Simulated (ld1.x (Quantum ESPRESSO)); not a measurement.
## Ranking RRKJ potentials for Hf

All share these settings but for the change named:

- Element: Hf
- Generator: ld1.x (Quantum ESPRESSO) 7.5
- Type: norm-conserving RRKJ (Kleinman–Bylander form)
- Functional: PBE
- Relativity: scalar-relativistic
- Frozen core: [Xe] 4f14
- Valence charge: 4
- Reference configuration: 5d2 6s2 6p0
- Partial waves: 6p (bound, empty): rc 4.00 bohr; 5d (bound): rc 2.90 bohr; 6s (bound): rc 3.15 bohr
- Local potential: the s channel
- Core correction: a·sin(br)/r model core, default radius (core density twice the valence density)
- rho0: 0.02

Cutoff: the first of the cutoffs (Ry, on a coarse ladder) from which the occupation-weighted sum of valence levels, in a spherical-Bessel basis at the reference potential, stays within 10 and 1 mRy of its value at 400 Ry; the density cutoff is not measured.

The base gives 18 Ry.

Of 6 variants that were run, those that failed, showed a ghost or another fault, or gave nearly equal values are left out.

A variant can come out equal or close to the base.

**Question.** Rank these variants from softest to hardest (loose cutoff).
A. type PAW; waves now 6s (bound): rcut 2.75, rcutus 3.15 bohr; 6s channel at -0.05 Ry: rcut 2.75, rcutus 3.15 bohr; 6p (bound): rcut 3.50, rcutus 4.00 bohr; 6p channel at 0.55 Ry: rcut 3.50, rcutus 4.00 bohr; 5d (bound): rcut 2.50, rcutus 2.90 bohr; 5d channel at 0.8 Ry: rcut 2.50, rcutus 2.90 bohr; local potential all-electron potential smoothed inside 2.25 bohr (lloc = -2); augmentation BESSEL, radius 2.30 bohr; rho0 0
B. all radii but the core radius scaled by about 0.73 (s 2.32, p 2.94, d 2.12 bohr)
C. local potential the p channel

**Answer.** A (10 Ry), C (18 Ry), B (21 Ry).
